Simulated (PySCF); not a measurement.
Compound: C8H9O (doublet state).
Z-matrix (Å and degrees, GFN2-xTB geometry), rows numbered from 1:
```
O 
C   1  1.2064
C   2  1.4679  1  127.71
C   3  1.3309  2  110.83  1  -178.74
C   4  1.5018  3  113.32  2    -0.45
C   5  1.4764  4  111.45  3  -123.98
C   6  1.4633  5  134.16  4   160.19
C   6  1.4633  5  133.78  4    67.62
C   2  1.5212  1  125.36  3   179.93
H   3  1.0753  2  122.16  1     1.01
H   4  1.0770  3  126.21  2  -179.59
H   5  1.0979  4  109.61  3   116.32
H   7  1.0854  6  119.90  8   108.65
H   7  1.0822  6  119.02  8  -105.79
H   8  1.0819  6  119.17  7   105.81
H   8  1.0856  6  119.65  7  -108.84
H   9  1.0896  2  110.16  1    56.78
H   9  1.0899  2  108.98  1   -60.94
```

The hyperfine couplings belong to this conformer and change with its torsions.

As a line formula: `C1=CC(C[C@@H]1[C]1CC1)=O` [radical].

Method used: UKS B3LYP, pcH-1 on C H O, non-relativistic, mean-field spin-orbit, GIAO (PySCF 2.14.0). Isolated species at its GFN2-xTB geometry (one conformer only). Couplings are sensitive to structure, and on GFN2-xTB geometries they can be far from those on DFT ones. No stability test was run, so a lower SCF solution isn't excluded.

Predict the first-order ENDOR lines of C9, C7/C8, C4, C5, C2, H14/H16, H13/H15, H12, H17 and H18 under fast tumbling at B = 334.8 mT (X band).

ν± = |νn ± a/2|, one line for each electron-spin manifold; νn = |g_N| × 7.62259 MHz/T × B.

| nuclei | isotope | g_N | νn (MHz) | a_iso (MHz) | lower line (MHz) | upper line (MHz) |
| --- | --- | --- | --- | --- | --- | --- |
| C9 | 13C | 1.4048 | 3.59 | 48.08 | 20.46 | 27.63 |
| C7/C8 | 13C | 1.4048 | 3.59 | -16.37 | 4.60 | 11.77 |
| C4 | 13C | 1.4048 | 3.59 | 12.10 | 2.46 | 9.63 |
| C5 | 13C | 1.4048 | 3.59 | -7.97 | 0.40 | 7.57 |
| C2 | 13C | 1.4048 | 3.59 | 2.47 | 2.35 | 4.82 |
| H14/H16 | 1H | 5.5857 | 14.25 | 66.89 | 19.19 | 47.70 |
| H13/H15 | 1H | 5.5857 | 14.25 | 65.37 | 18.43 | 46.94 |
| H12 | 1H | 5.5857 | 14.25 | 30.40 | 0.95 | 29.46 |
| H17 | 1H | 5.5857 | 14.25 | 2.03 | 13.24 | 15.27 |
| H18 | 1H | 5.5857 | 14.25 | -1.66 | 13.43 | 15.08 |

The rows for 13C, of low natural abundance, apply to labelled samples.

Which pairs are centred on the nuclear Larmor frequency, and which on half the coupling?

Centred on νn, since |a| < 2νn: C2, H17 and H18. Centred on |a|/2 and split by 2νn: C9, C7/C8, C4, C5, H14/H16, H13/H15 and H12.

At what field would the lower line of C5 fall to zero frequency?

Where νn = |a|/2, that is B = 3.98 MHz/(1.4048 × 7.62259 MHz/T) = 372 mT, as far as first order holds there.

Couplings of abundant isotopes left out: H11 (-1.3 MHz).

Nuclei that the bonding pattern makes equivalent are averaged, as if the motion that swaps them (rotation, inversion, ring flip) were fast. The 1H value of +65.4 MHz is a mean of couplings from 51.0 to 79.7 MHz in this one geometry, not an average over conformers. The 1H value of +66.9 MHz is a mean of couplings from 54.3 to 79.5 MHz in this one geometry, not an average over conformers.

The largest Mulliken spin population is on C6 (+0.93). The angles at C6 add up to 330.6°, so it is pyramidal.
